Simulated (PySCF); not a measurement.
C4H3FO2.
Geometry (PBE/6-31G*, Å), atoms numbered from 1 in this order:
```
atom  x, y, z in Å
O1     2.5858   -1.3998   -0.3073
C2     1.4612   -0.9548   -0.3342
C3     0.9841    0.4566   -0.3977
C4    -0.3565    0.4519   -0.4149
C5    -0.8381   -0.9800   -0.3630
F6    -1.5920   -1.1964    0.7759
O7     0.3296   -1.7809   -0.3250
H8     1.6730    1.3013   -0.4029
H9    -1.0441    1.2994   -0.4364
H10   -1.4476   -1.2922   -1.2307
```

Method used: PBE/6-31G* geometry optimisation, gas phase (PySCF).

Masses are those of the commonest isotopes; rigid-rotor values at the optimised geometry. 

Task: Give the principal moments of inertia and the rotational constants in MHz.

Result: Ia = 85.27, Ib = 219.94, Ic = 281.88 u·Å²; 505379 MHz·u·Å²/I gives A = 5927, B = 2298, C = 1793 MHz.

Task: What kind of rotor is it?

Result: An asymmetric top: κ = (2 × 2298 − 5927 − 1793)/(5927 − 1793) = -0.76.

Task: What does the inertial defect say?

Result: Not planar: Δ = Ic − Ia − Ib = -23.33 u·Å². For a rigid frame Δ = −2 Σ m c², so Σ m c² = 11.66 u·Å² lies off the ab plane: 2.35 from hydrogen and 9.31 from heavier atoms. The atom farthest from that plane is 1.46 Å away.

Task: Give the other two planar moments, Paa and Pbb, and the rms extents of the mass along the axes.

Result: Paa = Σ m a² = (Ib + Ic − Ia)/2 = 208.28 and Pbb = Σ m b² = (Ia + Ic − Ib)/2 = 73.60 u·Å². With the mass M = 102.01 u, the rms extents √(P/M) along a, b and c are 1.43, 0.85, 0.34 Å.

Task: List the rotational levels J(Ka,Kc) to J = 2 (MHz).

Result: Above 0(0,0):
J = 1: 1(0,1) 4091, 1(1,1) 7720, 1(1,0) 8225
J = 2: 2(0,2) 12223, 2(1,2) 15396, 2(1,1) 16911, 2(2,1) 27799, 2(2,0) 27848

Task: Predict some low-J microwave lines.

Result: The dipole components are |μa| = 2.02 D, |μb| = 3.26 D, |μc| = 1.03 D. The squared components, which scale the intensities, stand as 0.39 : 1.00 : 0.10 (a : b : c). Some lines, for components of 0.1 D or more:

| type | branch | J(Ka,Kc) | MHz | lower level (cm⁻¹) |
| --- | --- | --- | --- | --- |
| a | Q | 1(1,0) ← 1(1,1) | 505 | 0.258 |
| c | Q | 2(1,2) ← 2(0,2) | 3174 | 0.408 |
| b | Q | 1(1,0) ← 1(0,1) | 4134 | 0.136 |
| b | R | 2(0,2) ← 1(1,1) | 4503 | 0.258 |
| b | Q | 2(1,1) ← 2(0,2) | 4688 | 0.408 |
| a | R | 2(1,2) ← 1(1,1) | 7676 | 0.258 |
| a | R | 2(0,2) ← 1(0,1) | 8132 | 0.136 |
| c | R | 1(1,0) ← 0(0,0) | 8225 | 0.000 |
| a | R | 2(1,1) ← 1(1,0) | 8686 | 0.274 |
| c | Q | 2(2,1) ← 2(1,1) | 10888 | 0.564 |
| b | Q | 2(2,0) ← 2(1,1) | 10937 | 0.564 |
| b | R | 2(1,2) ← 1(0,1) | 11306 | 0.136 |
| b | Q | 2(2,1) ← 2(1,2) | 12403 | 0.514 |
| c | R | 2(1,1) ← 1(0,1) | 12820 | 0.136 |
| b | R | 2(2,1) ← 1(1,0) | 19574 | 0.274 |
| c | R | 2(2,0) ← 1(1,0) | 19623 | 0.274 |
| c | R | 2(2,1) ← 1(1,1) | 20079 | 0.258 |
| b | R | 2(2,0) ← 1(1,1) | 20128 | 0.258 |

Whether it is a minimum is left open (no frequencies). Constants of a rigid frame at the computed geometry: no zero-point averaging, no centrifugal distortion.
